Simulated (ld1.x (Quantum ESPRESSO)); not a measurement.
Building the TM potential for zirconium (LDA (PZ), scalar-relativistic).

ld1.x (Quantum ESPRESSO) 7.5 was run on this input:

```
&input
   title='Zr', zed=40., rel=1, dft='PZ', iswitch=3,
   config='[Kr] 4d2 5s1.75 5p0.25',
   nld=3, rlderiv=3.05, eminld=-6.0, emaxld=5.0, deld=0.02
 /
 &inputp
   pseudotype=2, tm=.true., lloc=-2, rcloc=2.55,
   nlcc=.true., new_core_ps=.true., rcore=1.70,
   file_pseudopw='Zr.UPF', file_wfcaegen='ae.wfc', file_wfcncgen='nc.wfc', file_beta='beta', file_chi='chi'
 /
3
4S  1  0   2.00   0.00  2.10  2.10  0.0
4P  2  1   6.00   0.00  2.00  2.00  0.0
4D  3  2   2.00   0.00  2.80  2.80  0.0
 &test
   configts(1)='4s2 4p6 4d2 5s1.75 5p0.25'
 /
```

Command:

```bash
ld1.x < Zr.in > Zr.out
```

Output (shortened: banner, matrices, multipoles, cross overlaps and the repeated all-electron block are left out):

```
Program LD1 v.7.5
     --------------------------- All-electron run ----------------------------

     Zr
     scalar relativistic calculation

     atomic number is 40.00
     dft =PZ   lsd =0 sic =0 latt =0  beta=0.20 tr2=1.0E-14
     Exchange-correlation= PZ
                           (   1   1   0   0   0   0   0)
     mesh =1225 r(mesh) = 100.59681 a.u. xmin = -7.00 dx = 0.01250
     1 Ry =  13.60569312 eV, c = 137.03599908

     n l     nl                  e(Ry)          e(Ha)          e(eV)
     1 0     1S 1( 2.00)     -1308.2359      -654.1180    -17799.4567
     2 0     2S 1( 2.00)      -181.3303       -90.6651     -2467.1240
     2 1     2P 1( 6.00)      -161.8351       -80.9175     -2201.8787
     3 0     3S 1( 2.00)       -29.6905       -14.8452      -403.9593
     3 1     3P 1( 6.00)       -23.3403       -11.6702      -317.5613
     4 0     4S 1( 2.00)        -4.0301        -2.0151       -54.8324
     4 1     4P 1( 6.00)        -2.4122        -1.2061       -32.8191
     3 2     3D 1(10.00)       -12.8819        -6.4410      -175.2674
     4 2     4D 1( 2.00)        -0.2950        -0.1475        -4.0136
     5 0     5S 1( 1.75)        -0.3523        -0.1761        -4.7929
     5 1     5P 1( 0.25)        -0.1261        -0.0630        -1.7153

     final scf error:  9.8E-15 reached in  38 iterations

     Etot =   -7189.136461 Ry,   -3594.568230 Ha,  -97813.184507 eV

     Ekin =    7389.781954 Ry,    3694.890977 Ha,  100543.105512 eV
     Encl =  -17317.639595 Ry,   -8658.819798 Ha, -235618.489946 eV
     Eh   =    2958.513085 Ry,    1479.256543 Ha,   40252.621140 eV
     Exc  =    -219.791905 Ry,    -109.895953 Ha,   -2990.421212 eV

     normalization and overlap integrals

     s(1S/1S) =  1.000000  <r> =   0.0371  <r2> =    0.0019  r(max) =   0.0241
     s(2S/2S) =  1.000000  <r> =   0.1628  <r2> =    0.0312  r(max) =   0.1368
     s(2P/2P) =  1.000000  <r> =   0.1418  <r2> =    0.0246  r(max) =   0.1093
     s(3S/3S) =  1.000000  <r> =   0.4594  <r2> =    0.2420  r(max) =   0.4111
     s(3P/3P) =  1.000000  <r> =   0.4628  <r2> =    0.2497  r(max) =   0.4010
     s(4S/4S) =  1.000000  <r> =   1.2116  <r2> =    1.6671  r(max) =   1.0764
     s(4P/4P) =  1.000000  <r> =   1.3686  <r2> =    2.1539  r(max) =   1.1748
     s(3D/3D) =  1.000000  <r> =   0.4528  <r2> =    0.2481  r(max) =   0.3451
     s(4D/4D) =  1.000000  <r> =   2.2791  <r2> =    6.4883  r(max) =   1.6058
     s(5S/5S) =  1.000000  <r> =   3.6763  <r2> =   15.4403  r(max) =   3.1147
     s(5P/5P) =  1.000000  <r> =   5.0461  <r2> =   29.5444  r(max) =   4.1005

     ------------------------ End of All-electron run ------------------------

     --------------------- Generating NC pseudopotential ---------------------

      Generating local potential from pseudized AE potential:
      Matching radius rcloc =   2.5500
      Enforcing V''(0)=0 (lloc=-2)

      Local pseudo, rcloc= 2.550 Estimated cut-off energy=     4.95 Ry

      Computing core charge for nlcc:

       r > 1.71 : true rho core
      Core charge pseudized with two Bessel functions
      Integrated core pseudo-charge :   1.50

      Wfc   4S  rcut= 2.088  Using Troullier-Martins method

      Wfc   4P  rcut= 1.986  Using Troullier-Martins method

      Wfc   4D  rcut= 2.818  Using Troullier-Martins method

     ------------------- End of pseudopotential generation -------------------

     Computing logarithmic derivative in   3.05687
     Computing logarithmic derivative in   3.05687
     Computing the partial wave expansion
     R is outside the sphere for l=    0 j= 0.00
     R is outside the sphere for l=    1 j= 0.00
     R is outside the sphere for l=    2 j= 0.00

     ---------------------- Testing the pseudopotential ----------------------

     Zr
     scalar relativistic calculation

     atomic number is 40.00   valence charge is 12.00
     dft =PZ   lsd =0 sic =0 latt =0  beta=0.20 tr2=1.0E-14
     mesh =1225 r(mesh) = 100.59681 xmin = -7.00 dx = 0.01250

     n l     nl             e AE (Ry)        e PS (Ry)    De AE-PS (Ry)
     1 0     4S   1( 2.00)       -4.03011       -4.03011       -0.00000
     2 1     4P   1( 6.00)       -2.41216       -2.41216        0.00000
     3 2     4D   1( 2.00)       -0.29500       -0.29500        0.00000
     2 0     5S   1( 1.75)       -0.35227       -0.33563       -0.01664  !
     3 1     5P   1( 0.25)       -0.12607       -0.11775       -0.00832  !

     eps = 4.2E-15  iter = 20

     Etot =   -7189.136461 Ry,   -3594.568230 Ha,  -97813.184507 eV
     Etotps =   -94.085844 Ry,     -47.042922 Ha,   -1280.103115 eV

     Ekin =      27.233754 Ry,      13.616877 Ha,     370.534103 eV
     Encl =    -159.112153 Ry,     -79.556076 Ha,   -2164.831122 eV
     Ehrt =      73.540450 Ry,      36.770225 Ha,    1000.568793 eV
     Ecxc =     -11.175670 Ry,      -5.587835 Ha,    -152.052732 eV
     (Ecc =      -0.184283 Ry,      -0.092141 Ha,      -2.507298 eV)
     Epseu=     -24.572225 Ry,     -12.286113 Ha,    -334.322156 eV

     ---------------------- End of pseudopotential test ----------------------
```

ld1.x takes every shell without a wave as core, so the model core holds the 5p, 5s electrons as well and exchange and correlation see them twice. This cancels in the reference configuration, but the file is broken for other ones, and its errors say nothing about a proper core correction.

Generation and configuration tests took about 4.8 s on one core of a shared server CPU.

Transferability test of the new file with ld1.x, input:

```
&input
   title='Zr', zed=40., rel=1, dft='PZ', iswitch=2,
   config='[Kr] 4d2 5s1.75 5p0.25'
 /
 &test
   file_pseudo='Zr.UPF', nconf=10,
   configts(1)='4s2 4p6 4d2 5s1.75 5p0.25',
   configts(2)='4s2 4p6 4d2 5s2 5p0',
   configts(3)='4s2 4p6 4d2 5s1 5p0',
   configts(4)='4s2 4p6 4d2 5s0 5p0',
   configts(5)='4s2 4p6 4d3 5s1 5p0',
   configts(6)='4s2 4p6 4d2 5s1.5 5p0',
   configts(7)='4s2 4p6 4d0 5s0 5p0',
   configts(8)='4s2 4p6 4d2 5s0 5p1',
   configts(9)='4s2 4p6 4d2 5s1.75 5p0.25', lsdts(9)=1,
   configts(10)='4s2 4p6 4d2 5s2 5p0', lsdts(10)=1
 /
```

```bash
ld1.x < Zr.test.in > Zr.test.out
```

Pseudopotential blocks of its output, shortened (energy terms left out; the distinct warnings before each block abridged to one line each):

```
     ---------------------- Testing the pseudopotential ----------------------

     n l     nl             e AE (Ry)        e PS (Ry)    De AE-PS (Ry)
     1 0     4S   1( 2.00)       -4.03011       -4.03011       -0.00000
     2 1     4P   1( 6.00)       -2.41216       -2.41216        0.00000
     3 2     4D   1( 2.00)       -0.29500       -0.29500        0.00000
     2 0     5S   1( 1.75)       -0.35227       -0.33563       -0.01664  !
     3 1     5P   1( 0.25)       -0.12607       -0.11775       -0.00832  !

     eps = 4.2E-15  iter = 20

     Etot =   -7189.136461 Ry,   -3594.568230 Ha,  -97813.184506 eV
     Etotps =   -94.085844 Ry,     -47.042922 Ha,   -1280.103115 eV

     ---------------------- End of pseudopotential test ----------------------

          ---------------------- Testing the pseudopotential ----------------------

     n l     nl             e AE (Ry)        e PS (Ry)    De AE-PS (Ry)
     1 0     4S   1( 2.00)       -4.00656       -4.00667        0.00011
     2 1     4P   1( 6.00)       -2.38873       -2.38899        0.00026
     3 2     4D   1( 2.00)       -0.27465       -0.27481        0.00017
     2 0     5S   1( 2.00)       -0.33776       -0.32143       -0.01633  !
     3 1     5P   1( 0.00)       -0.11395       -0.10718       -0.00678  !

     eps = 4.7E-15  iter = 19

     Etot =   -7189.192687 Ry,   -3594.596343 Ha,  -97813.949498 eV
     Etotps =   -94.139857 Ry,     -47.069928 Ha,   -1280.838004 eV
     dEtot_ae =      -0.056226 Ry
     dEtot_ps =      -0.054013 Ry,   Delta E=      -0.002212 Ry

     ---------------------- End of pseudopotential test ----------------------

          ---------------------- Testing the pseudopotential ----------------------

     n l     nl             e AE (Ry)        e PS (Ry)    De AE-PS (Ry)
     1 0     4S   1( 2.00)       -4.50318       -4.50392        0.00074
     2 1     4P   1( 6.00)       -2.88496       -2.88486       -0.00010
     3 2     4D   1( 2.00)       -0.74879       -0.75082        0.00203
     2 0     5S   1( 1.00)       -0.75141       -0.74304       -0.00837  !
     3 1     5P   1( 0.00)       -0.47326       -0.47684        0.00358

     eps = 6.5E-16  iter = 18

     Etot =   -7188.652329 Ry,   -3594.326165 Ha,  -97806.597558 eV
     Etotps =   -93.612450 Ry,     -46.806225 Ha,   -1273.662266 eV
     dEtot_ae =       0.484132 Ry
     dEtot_ps =       0.473394 Ry,   Delta E=       0.010738 Ry

     ---------------------- End of pseudopotential test ----------------------

          ---------------------- Testing the pseudopotential ----------------------

     n l     nl             e AE (Ry)        e PS (Ry)    De AE-PS (Ry)
     1 0     4S   1( 2.00)       -5.07909       -5.08183        0.00274
     2 1     4P   1( 6.00)       -3.45843       -3.45917        0.00074
     3 2     4D   1( 2.00)       -1.28719       -1.29497        0.00778  !
     2 0     5S   1( 0.00)       -1.19612       -1.21348        0.01736  !
     3 1     5P   1( 0.00)       -0.86332       -0.90023        0.03692  !

     eps = 2.5E-15  iter = 13

     Etot =   -7187.679100 Ry,   -3593.839550 Ha,  -97793.356098 eV
     Etotps =   -92.637582 Ry,     -46.318791 Ha,   -1260.398512 eV
     dEtot_ae =       1.457361 Ry
     dEtot_ps =       1.448262 Ry,   Delta E=       0.009100 Ry

     ---------------------- End of pseudopotential test ----------------------

          ---------------------- Testing the pseudopotential ----------------------

     n l     nl             e AE (Ry)        e PS (Ry)    De AE-PS (Ry)
     1 0     4S   1( 2.00)       -3.85632       -3.85511       -0.00121
     2 1     4P   1( 6.00)       -2.24723       -2.24461       -0.00262
     3 2     4D   1( 3.00)       -0.18285       -0.18096       -0.00188
     2 0     5S   1( 1.00)       -0.29660       -0.28353       -0.01307  !
     3 1     5P   1( 0.00)       -0.09365       -0.09011       -0.00354

     eps = 4.0E-16  iter = 23

     Etot =   -7189.102683 Ry,   -3594.551342 Ha,  -97812.724938 eV
     Etotps =   -94.063388 Ry,     -47.031694 Ha,   -1279.797596 eV
     dEtot_ae =       0.033778 Ry
     dEtot_ps =       0.022455 Ry,   Delta E=       0.011322 Ry

     ---------------------- End of pseudopotential test ----------------------

          ---------------------- Testing the pseudopotential ----------------------

     n l     nl             e AE (Ry)        e PS (Ry)    De AE-PS (Ry)
     1 0     4S   1( 2.00)       -4.24350       -4.24393        0.00043
     2 1     4P   1( 6.00)       -2.62572       -2.62583        0.00011
     3 2     4D   1( 2.00)       -0.50215       -0.50309        0.00094
     2 0     5S   1( 1.50)       -0.53834       -0.52500       -0.01334  !
     3 1     5P   1( 0.00)       -0.28656       -0.28372       -0.00285

     eps = 2.3E-15  iter = 19

     Etot =   -7188.974295 Ry,   -3594.487147 Ha,  -97810.978124 eV
     Etotps =   -93.928911 Ry,     -46.964456 Ha,   -1277.967945 eV
     dEtot_ae =       0.162166 Ry
     dEtot_ps =       0.156932 Ry,   Delta E=       0.005234 Ry

     ---------------------- End of pseudopotential test ----------------------

          Warning: n=1, l=0 expected 0 nodes, found 1
     ---------------------- Testing the pseudopotential ----------------------

     n l     nl             e AE (Ry)        e PS (Ry)    De AE-PS (Ry)
     1 0     4S   1( 2.00)       -7.03120       -7.00387       -0.02733  !
     2 1     4P   1( 6.00)       -5.35993       -5.33377       -0.02616  !
     3 2     4D   1( 0.00)       -2.98237       -2.96775       -0.01462  !
     2 0     5S   1( 0.00)       -2.44468       -2.49395        0.04926  !
     3 1     5P   1( 0.00)       -1.97404       -2.03604        0.06200  !

     eps = 2.9E-15  iter =  7

     Etot =   -7183.475098 Ry,   -3591.737549 Ha,  -97736.157735 eV
     Etotps =   -88.433728 Ry,     -44.216864 Ha,   -1203.202162 eV
     dEtot_ae =       5.661363 Ry
     dEtot_ps =       5.652116 Ry,   Delta E=       0.009247 Ry

     ---------------------- End of pseudopotential test ----------------------

          ---------------------- Testing the pseudopotential ----------------------

     n l     nl             e AE (Ry)        e PS (Ry)    De AE-PS (Ry)
     1 0     4S   1( 2.00)       -4.58846       -4.59104        0.00257
     2 1     4P   1( 6.00)       -2.96901       -2.97016        0.00115
     3 2     4D   1( 2.00)       -0.82003       -0.82245        0.00242
     2 0     5S   1( 0.00)       -0.80035       -0.79013       -0.01022  !
     3 1     5P   1( 1.00)       -0.51742       -0.51372       -0.00370

     eps = 5.2E-15  iter = 25

     Etot =   -7188.372146 Ry,   -3594.186073 Ha,  -97802.785476 eV
     Etotps =   -93.341162 Ry,     -46.670581 Ha,   -1269.971207 eV
     dEtot_ae =       0.764315 Ry
     dEtot_ps =       0.744682 Ry,   Delta E=       0.019633 Ry

     ---------------------- End of pseudopotential test ----------------------

          ---------------------- Testing the pseudopotential ----------------------

     n l     nl             e AE (Ry)        e PS (Ry)    De AE-PS (Ry)
     1 0     4S   1( 1.00)       -4.05102       -4.05014       -0.00088
     2 1     4P   1( 3.00)       -2.43718       -2.43751        0.00033
     3 2     4D   1( 2.00)       -0.32519       -0.32362       -0.00157
     2 0     5S   1( 1.00)       -0.37431       -0.35236       -0.02195  !
     3 1     5P   1( 0.25)       -0.13896       -0.12712       -0.01184  !
     1 0     4S   2( 1.00)       -3.98709       -3.98317       -0.00392
     2 1     4P   2( 3.00)       -2.36487       -2.36027       -0.00460
     3 2     4D   2( 0.00)       -0.24460       -0.24562        0.00102
     2 0     5S   2( 0.75)       -0.31667       -0.30830       -0.00838  !
     3 1     5P   2( 0.00)       -0.10527       -0.10282       -0.00244

     eps = 8.7E-15  iter = 16

     Etot =   -7189.182071 Ry,   -3594.591035 Ha,  -97813.805057 eV
     Etotps =   -94.129067 Ry,     -47.064534 Ha,   -1280.691204 eV
     dEtot_ae =      -0.045610 Ry
     dEtot_ps =      -0.043224 Ry,   Delta E=      -0.002386 Ry

     ---------------------- End of pseudopotential test ----------------------

          ---------------------- Testing the pseudopotential ----------------------

     n l     nl             e AE (Ry)        e PS (Ry)    De AE-PS (Ry)
     1 0     4S   1( 1.00)       -4.02785       -4.02646       -0.00139
     2 1     4P   1( 3.00)       -2.41402       -2.41435        0.00033
     3 2     4D   1( 2.00)       -0.30288       -0.30195       -0.00093
     2 0     5S   1( 1.00)       -0.35469       -0.33424       -0.02046  !
     3 1     5P   1( 0.00)       -0.12235       -0.11306       -0.00929  !
     1 0     4S   2( 1.00)       -3.96602       -3.96257       -0.00345
     2 1     4P   2( 3.00)       -2.34443       -2.33989       -0.00454
     3 2     4D   2( 0.00)       -0.23161       -0.23103       -0.00058
     2 0     5S   2( 1.00)       -0.31355       -0.30215       -0.01140  !
     3 1     5P   2( 0.00)       -0.10256       -0.09880       -0.00376

     eps = 1.8E-15  iter = 19

     Etot =   -7189.228197 Ry,   -3594.614098 Ha,  -97814.432634 eV
     Etotps =   -94.175360 Ry,     -47.087680 Ha,   -1281.321047 eV
     dEtot_ae =      -0.091736 Ry
     dEtot_ps =      -0.089516 Ry,   Delta E=      -0.002219 Ry

     ---------------------- End of pseudopotential test ----------------------
```
